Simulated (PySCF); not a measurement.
# Structure from NMR data

An unknown has the formula C₆H₁₀F₂. Its calculated NMR data are:

1H NMR (600 MHz, computed): δ 5.33 (br s, 1H), 5.12 (br s, 1H), 2.62 (m, 2H), 2.02 (s, 3H), 1.61 (m, 3H).

13C{1H} NMR (computed): δ 151.6, 130.7, 122.4, 51.1, 26.2, 25.2.

Method: σ from GIAO-PBE0/pcSseg-1, coordinates at the GFN2-xTB level, in PySCF (relativity neglected, gas phase, rapidly exchanging positions averaged, one computed conformer).

Scale: 1H (σ = 31.72 ppm) and 13C (σ = 186.93 ppm) against TMS (reference shieldings calculated alike).

Task: What is the structure?

Result: 
1. Rings plus π bonds: 1 (no ring in the answer).
2. 6 carbon signals for 6 carbons: no two carbons are equivalent.
3. Carbon types of the structure: 2 × C, 2 × CH2, 2 × CH3, which accounts for all hydrogens.
4. δC 151.6: fully substituted alkene carbon; the olefinic region.
5. δC 130.7: fully substituted sp3 carbon bonded to 2 F; 2 electronegative neighbours deshield it.
6. δC 122.4: terminal =CH2 carbon; the olefinic region.
7. δC 51.1: allylic sp3 CH2; saturated and bonded to C and H only.
8. δC 25.2: methyl carbon; aliphatic region, no heteroatom directly attached.
9. δH 5.33, 5.12: hydrogen on a terminal =CH2 carbon; olefinic region.
10. δH 2.62: hydrogen on an allylic sp3 CH2; allylic position.

These data were computed for SMILES C=C(C)CC(C)(F)F.

The data come from this structure; uniqueness wasn't tested.

Splittings by 19F in the carbon and heteronuclear signals aren't shown, as no couplings were computed. Shifts are as computed. Against solution values, carbons near 30 ppm lie about +3 ppm off and those near 130 ppm about +5 ppm (rms about the fit 2.1 ppm; single classes can miss by 10 ppm). Of 1328 compounds with measured shifts, 309 miss one by over three times the rms of a fit or turn the order of signals round; such compounds aren't used in these exercises. Signals without a measured value on file couldn't be tested in this way; 1H shifts scatter by 0.2 ppm about their fit, and single ones miss by 0.5 ppm. Multiplicities follow the n + 1 count of equivalent neighbours, as no J values were calculated; m marks all less simple cases, F and P coupling included.
